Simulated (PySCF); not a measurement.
Compound: C₅H₈Se.
SMILES: `C#CC[C@H](C)[SeH]`

Level: CAM-B3LYP/def2-SVPD in PySCF, non-relativistic, on one gas-phase PBE0-D3(BJ)/def2-SVP geometry that isn't relaxed in the solvent. The solvent is an IEF-PCM continuum (Bondi radii, 1.10 Å for H, scaled by 1.2), and excitations are vertical TDDFT with non-equilibrium linear response and a frozen core. Only the electrostatic response of the medium enters. Spin–orbit coupling is left out although an atom past zinc is present.

Gas-phase singlets (H = HOMO, L = LUMO):

```csv
state,E (eV),λ (nm),f,leading configuration
S1,4.895,253,0.001,H→L 69%
S2,5.705,217,0.037,H→L+1 87%
S3,6.389,194,0.011,H→L+2 59%
S4,6.424,193,0.001,H-1→L+6 26%
S5,6.733,184,0.004,H-2→L+5 14%
```

Question: How does the list change in chloroform (ε = 4.711)?

Answer: 
| state | E (eV) | λ (nm) | f | leading configuration | change by rank (eV) |
| --- | --- | --- | --- | --- | --- |
| S1 | 4.979 | 249 | 0.001 | H→L 77% | +0.084 |
| S2 | 5.740 | 216 | 0.058 | H→L+1 89% | +0.035 |
| S3 | 6.474 | 192 | 0.000 | H-1→L+6 33% | +0.085 |
| S4 | 6.589 | 188 | 0.016 | H→L+2 69% | +0.165 |
| S5 | 6.777 | 183 | 0.008 | H-2→L+6 14% | +0.044 |

Question: What are the lowest 5 singlets in dichloromethane (ε = 8.93)?

Answer: 
```tsv
state	E (eV)	λ (nm)	f	leading configuration	change by rank (eV)
S1	5.005	248	0.001	H→L 77%	+0.110
S2	5.753	216	0.060	H→L+1 88%	+0.048
S3	6.487	191	0.000	H-1→L+6 36%	+0.098
S4	6.629	187	0.015	H→L+2 68%	+0.205
S5	6.791	183	0.008	H-2→L+6 15%	+0.058
```

Question: The ground-state energy changes by -0.174 eV from gas to dichloromethane. By how much does the total energy of gas-phase S1 change?

Answer: E(S1) = E(S0) + excitation energy, so it changes by -0.174 + 0.110 = -0.064 eV: it is lowered less than the ground state, which is what a blue shift means. This is the vertical state, with the slow part of the continuum still set for S0.

Question: How do the frontier levels move from gas to dichloromethane?

Answer: 
```tsv
orbital	gas (eV)	solvent (eV)	change (eV)
LUMO+2	1.46	1.58	+0.12
LUMO+1	1.04	1.01	-0.03
LUMO	0.79	0.89	+0.10
HOMO	-7.81	-7.89	-0.08
HOMO-1	-9.27	-9.24	+0.03
HOMO-2	-9.38	-9.36	+0.02
HOMO-3	-10.12	-10.09	+0.03
```

The HOMO–LUMO gap goes from 8.60 to 8.79 eV.

The values belong to the conformer `[CH:1]#[C:2][CH2:3][C@H:4]([CH3:5])[SeH:6]`: C2–C3–C4–C5 61°, H–Se6–C4–C3 58°.
